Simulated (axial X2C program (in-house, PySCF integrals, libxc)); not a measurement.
**Bond lengths and stretching modes, held linear, of OCoO**

Computed with an in-house all-electron X2C program for linear molecules (integrals from PySCF): two-component X2C with atomic mean-field Coulomb and Gaunt terms, Gaussian nuclei, basis O dyall-av3z, Co dyall-v3z with contracted cores. Spin-free rows use the one-electron spin-free X2C Hamiltonian.

Masses O 15.995, Co 58.933, O 15.995 u. States: 2c Ω = 1/2 (beyond evenly filled blocks: ω = 1/2); spin-free M_S = 1/2, Λ = 0 (beyond evenly filled blocks: σα).

PBE, 2c: energies above the lowest point

```json
{"r(O–Co) (Å)": "1.5151", "r(Co–O) (Å)": "1.5151", "E (meV)": "177.89"}
{"r(O–Co) (Å)": "1.5151", "r(Co–O) (Å)": "1.5540", "E (meV)": "88.29"}
{"r(O–Co) (Å)": "1.5151", "r(Co–O) (Å)": "1.5928", "E (meV)": "77.65"}
{"r(O–Co) (Å)": "1.5540", "r(Co–O) (Å)": "1.5151", "E (meV)": "88.29"}
{"r(O–Co) (Å)": "1.5540", "r(Co–O) (Å)": "1.5540", "E (meV)": "5.31"}
{"r(O–Co) (Å)": "1.5540", "r(Co–O) (Å)": "1.5928", "E (meV)": "0.28"}
{"r(O–Co) (Å)": "1.5540", "r(Co–O) (Å)": "1.6317", "E (meV)": "57.12"}
{"r(O–Co) (Å)": "1.5928", "r(Co–O) (Å)": "1.5151", "E (meV)": "77.65"}
{"r(O–Co) (Å)": "1.5928", "r(Co–O) (Å)": "1.5540", "E (meV)": "0.28"}
{"r(O–Co) (Å)": "1.5928", "r(Co–O) (Å)": "1.5928", "E (meV)": "0.00"}
{"r(O–Co) (Å)": "1.6317", "r(Co–O) (Å)": "1.5540", "E (meV)": "57.12"}
{"r(O–Co) (Å)": "1.6317", "r(Co–O) (Å)": "1.6317", "E (meV)": "125.19"}
```

Q: Fit a quadratic surface with cubic terms in each bond: where is the minimum, and what are the two stretching wavenumbers?

A: At PBE, 2c: bonds 1.575 and 1.575 Å; harmonic stretches 911.4 and 1055.7 cm⁻¹; force constants 7.32, 7.32 and coupling 0.51 mdyn/Å.

The other levels and Hamiltonians give:

```csv
Hamiltonian,level,r(O–Co) (Å),r(Co–O) (Å),lower stretch (cm⁻¹),upper stretch (cm⁻¹)
spin-free,PBE,1.574,1.574,912.3,1056.7
```

Each state is one determinant, the lowest of a limited PBE0 search; the stretches come from a fit to these few points and carry an uncertainty of a few per cent. Other orders of the atoms were not compared. Left out for rough or failed fits: PBE0 2c, HF 2c, MP2 2c, PBE0 spin-free, HF spin-free, MP2 spin-free. The molecule was held linear; bending was not examined, so a bent shape may lie lower.
